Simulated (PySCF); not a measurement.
# Bond curve of CBr⁺

Set-up: PySCF, scalar-relativistic core potentials, basis sets C cc-pVTZ, Br cc-pVTZ-PP with ECP10. Energies in eV from C⁺ + Br in their ground configurations at the same level. State: ¹Σ⁺ (singlet), closed shell.

Curves on a restricted Hartree–Fock reference rise too fast on stretching and do not dissociate correctly.

All columns are RHF. A positive dipole points towards Br; it is taken about the centre of mass and depends on that origin.

```tsv
R (Å)	E (eV)	μ (D)	Mulliken charge on C (basis-dependent)	HOMO (eV)	LUMO (eV)	Mayer bond order	⟨S²⟩
1.459	-2.118	0.92	0.05	-21.02	-6.28	2.23	0.00
1.527	-2.982	0.42	0.14	-21.24	-6.52	2.17	0.00
1.595	-3.437	-0.10	0.23	-21.42	-6.76	2.10	0.00
1.646	-3.580	-0.50	0.28	-21.52	-6.93	2.05	0.00
1.697	-3.596	-0.90	0.33	-21.46	-7.11	2.01	0.00
1.748	-3.513	-1.31	0.38	-21.15	-7.28	1.96	0.00
1.816	-3.291	-1.85	0.43	-20.76	-7.50	1.89	0.00
1.901	-2.891	-2.52	0.49	-20.32	-7.75	1.80	0.00
2.002	-2.312	-3.27	0.55	-19.85	-8.00	1.69	0.00
2.138	-1.486	-4.17	0.61	-19.35	-8.22	1.51	0.00
```

A fit through these points gives, at Re = 1.678 Å, μ = -0.75 D and dμ/dR = -7.97 D/Å; the reduced mass is 10.42 u.

**Question.** How strong is the fundamental in the double-harmonic approximation, I = 42.26·(dμ/dR)²/μred km/mol?

**Answer.** I = 42.26·(-7.97)²/10.42 = 258 km/mol at RHF.

For an ion De counts to the pair picked by the measured ionisation energies or electron affinities, which need not be the lowest pair at this level. Where the molecule has an RHF reference, its open-shell atoms are computed with UHF. Hartree–Fock leaves out correlation, which carries a large part of most bond energies and some tenths to 1 eV of ionisation energies.
